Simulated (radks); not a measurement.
Coulomb parameter of the 4d shell of the palladium ion Pd+ in the model configuration [Kr] 4d8 5p1, as a second difference U = [E(n + 0.5) + E(n - 0.5) - 2 E(n)] / (0.5)^2 with all orbitals relaxed. "Bare": the charge of the atom changes with n. "Screened": the 5p shell takes up the change at fixed total charge, which measures U(4d,4d) + U(5p,5p) - 2 U(4d,5p). All-electron calculation, scalar-relativistic Kohn-Sham, PBE, spin-unpolarised, spherical densities, finite nucleus; Fermi nuclear charge, rms radius 4.5318 fm. Program: a radial shooting solver on a logarithmic mesh with Libxc functionals.

case              configuration  E - E(n) (eV)
start              [Kr] 4d8 5p1          0.000
bare +0.5        [Kr] 4d8.5 5p1         -8.220
bare -0.5        [Kr] 4d7.5 5p1         11.242
screened +0.5  [Kr] 4d8.5 5p0.5         -5.310
screened -0.5  [Kr] 4d7.5 5p1.5          6.112

U(bare) = 12.089 eV, U(screened by 5p) = 3.208 eV, against the Slater integral F0(4d,4d) = 17.818 eV with frozen orbitals.
